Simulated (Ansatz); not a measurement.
Consider the substitution at a C–Si bond: `N/C=C(\F)[SiH3]` + H–F → `NC=C(F)F` + SiH₄.

Gas-phase electronic energies from Ansatz, PBE0-D4/def2-TZVP geometries. CCSD(T)/CBS adds triple-zeta CCSD(T) − MP2 to the extrapolated MP2 energy (def2 sets, frozen cores). This one scheme is used for every species. Functionals use def2-TZVPP. Each species was taken in one conformer, which may not be the lowest.

| level | ΔE (kJ/mol) |
| --- | --- |
| LDA (SPW92) | 67.5 |
| r2SCAN-D4 | 73.9 |
| r2SCAN | 72.5 |
| PBE0 | 72.4 |

**Question.** What does CCSD(T)/CBS give? (Best estimate.)

**Answer.** Ansatz gave: +89.7 kJ/mol. The listed levels differ from it by -22.2, -15.8, -17.2, -17.3 kJ/mol.

**Question.** What do rigid-rotor, harmonic-oscillator terms from PBE0-D4/def2-TZVP frequencies (298.15 K, 1 bar) make of the CCSD(T)/CBS value? (Estimate.)

**Answer.** Computed: ΔZPE = -2.9 kJ/mol, ΔH = +84.3 kJ/mol, ΔS = -2 J/(mol·K), ΔG = +84.9 kJ/mol.

Largest T1 diagnostic among the species: 0.013.

In def2-TZVPP, CCSD(T) changes the Hartree–Fock value by +17.6 kJ/mol (the triples alone add +2.3 kJ/mol) and MP2 by +29.7 kJ/mol. At CCSD(T), def2-SVP lies −41.7 kJ/mol from the extrapolated value and def2-TZVPP −10.4 kJ/mol. The D4 term adds +8.1 kJ/mol with B3LYP and +4.5 kJ/mol with PBE0; it sums over pairs of atoms, weighted by their polarisabilities, and B3LYP, whose exchange is more repulsive, gets the larger term.

CCSD(T)/CBS has its own doubt, a few kJ/mol and more with outer-core shells, so smaller differences from it don't rank the levels.

B3LYP here is the variant with VWN-RPA as its local correlation; programs differ in this.
